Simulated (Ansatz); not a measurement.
The same path of CH4MgSe (7 atoms, charge 0, multiplicity 1) was run twice with different band settings. Lost on the way: C1–H6. Made: C1–Mg3, Se2–H6.

Level of theory: RKS revPBE-D4/def2-SVPD in Ansatz.

Relaxed end points:

```xyz
7
Properties=species:S:1:pos:R:3
C -1.001 0.659 -0.307
Se -0.338 0.016 1.470
Mg 1.688 -1.129 0.641
H -1.275 -0.188 -0.961
H -0.258 1.304 -0.807
H -1.907 1.257 -0.103
H 3.092 -1.919 0.066
```

```xyz
7
Properties=species:S:1:pos:R:3
C -0.225 0.164 -0.412
Se -1.104 0.551 1.317
Mg 1.532 -0.966 -0.017
H -0.940 -0.385 -1.059
H 0.021 1.127 -0.904
H -2.245 1.380 0.822
H 2.962 -1.872 0.253
```

Common settings: spring 5.0 eV/Å²; optimiser quadratic models (default); start path through a guess of the saddle point; force threshold 0.05 eV/Å; iteration limit 60; end points relaxed.

| run | movable images | climbing image |
| --- | --- | --- |
| 1 | 9 | yes |
| 2 | 6 | no |

What does each run give, and how far can it be trusted?

Run 1: converged after 18 iterations, highest image 2.382 eV above the first end. A vibrational analysis at the climbing image gives one clearly imaginary mode, 824i cm⁻¹: a first-order saddle point.
Run 2: converged after 12 iterations, highest image 2.315 eV above the first end. No image climbed, so the highest image needn't sit at the top of the path.
The orbitals stay closed-shell, which can raise the energy where a bond breaks towards radicals; this wasn't checked here.
